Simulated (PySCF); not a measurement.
An unknown is described by computed data only.

Formula: C7H11BO2.

| Quantity | Value |
| --- | --- |
| NMR, other nuclei | isotropic shieldings of nuclei other than C and H, by class: 101 (1 B), 32 (1 O), 63 (1 O) ppm [GIAO PBE0/pcSseg-1] |
| Rotational structure | rotational constants A, B, C: 3.356, 0.825, 0.749 GHz [PBE0-D3(BJ)/def2-SVP] |
| UV, first state | lowest singlet excitation: 3.70 eV (335 nm, f = 0.032) [TDDFT PBE0/def2-SVPD] |
| Dipole | 5.48 D [PBE0/def2-SVPD] |
| 13C NMR | chemical shifts (computed TMS as zero) by class: 207.6 (1 C), 185.4 (1 C), 101.6 (1 C), 41.5 (1 C), 25.8 (2 C), 17.8 (1 C) ppm [GIAO PBE0/pcSseg-1] |
| Triplet | lowest triplet excitation (Tamm–Dancoff): 2.81 eV [TDA PBE0/def2-SVPD] |
| Polarisability | 102.4 au [PBE0/def2-SVPD] |
| Valence photoelectron | vertical ionisation energy: 8.83 eV [ΔSCF PBE0/def2-SVPD] |
| 1H NMR | chemical shifts (computed TMS as zero) by class: 7.75 (1 H), 5.80 (1 H), 3.72 (2 H), 2.92 (1 H), 2.48 (2 H), 2.08 (1 H), 2.08 (1 H), 2.03 (2 H) ppm [GIAO PBE0/pcSseg-1] |

Gas-phase values; electronic properties from PySCF, density fitting. Levels stand in brackets. One conformer (not necessarily the lowest) at the PBE0-D3(BJ)/def2-SVP geometry, without solvent, vibrations or thermal averaging. NMR classes are plain means over equivalent atoms (diastereotopic ones count apart unless rotation or inversion swaps them), as if these changed places fast.

Task: Give a SMILES that accounts for the data.

Result: Numbering: `[BH2-:1]1[O:2][CH:3]=[CH:4][C:5]([CH:6]2[CH2:7][CH2:8][CH2:9]2)=[O+:10]1`. 7 carbons fall into 6 classes; from least to most shielded: carbon bonded to 2 C and O [C5] (207.6 ppm), vinylic carbon bearing oxygen [C3] (185.4 ppm), alkene CH carbon [C4] (101.6 ppm), four-membered-ring carbon [C6] (41.5 ppm), four-membered-ring carbon [C7/C9] (25.8 ppm, 2 C, up to 2.8 ppm apart in this geometry), four-membered-ring carbon [C8] (17.8 ppm). Hydrogen classes from least to most shielded: 1 H on a vinylic carbon bearing oxygen, C3 (7.75 ppm), 1 H on an alkene CH carbon, C4 (5.80 ppm), 2 H on a four-coordinate boron, B1 (3.72 ppm), 1 H on a four-membered-ring carbon, C6 (2.92 ppm), 2 H on 2 four-membered-ring carbons, C7/C9 (2.48 ppm), 1 H on a four-membered-ring carbon, C8 (2.08 ppm), 1 H on a four-membered-ring carbon, C8 (2.08 ppm), 2 H on 2 four-membered-ring carbons, C7/C9 (2.03 ppm). The other shieldings belong to: 101 ppm, four-coordinate boron [B1]; 32 ppm, oxygen bonded to B and C [O10]; 63 ppm, boron-bound oxygen [O2]. S1 is mainly HOMO→LUMO (weight 0.97); the largest Löwdin shares of the orbital it empties are 0.19 on the alkene CH carbon, 0.17 on the boron-bound oxygen, 0.15 on the four-coordinate boron and 0.15 on the oxygen bonded to B and C, of the orbital it fills 0.25 on the carbon bonded to 2 C and O, 0.24 on the vinylic carbon bearing oxygen, 0.15 on the oxygen bonded to B and C and 0.14 on the boron-bound oxygen. The optimised geometry has point group C1 and is an asymmetric top. Structure: `[BH2-]1OC=CC(C2CCC2)=[O+]1`. Computed isomers that give other values at the same levels: `C#C[C@H](C)B1OCCCO1` (rotational constant A: 2.356 GHz; this holds for the one conformer computed); `C#C[C@H](CC=C)CB(O)O` (rotational constant A: 1.766 GHz; this holds for the one conformer computed); `C=C[C@]12C[C@](B(O)O)(C1)C2` (lowest singlet excitation: 6.63 eV (187 nm, f = 0.000)). The assignments are read from this structure; whether some other isomer fits the data as well wasn't checked.

Shape of the structure used: `[BH2-:1]1[O:2][CH:3]=[CH:4][C:5]([CH:6]2[CH2:7][CH2:8][CH2:9]2)=[O+:10]1`: C4–C5–C6–C7 52°.
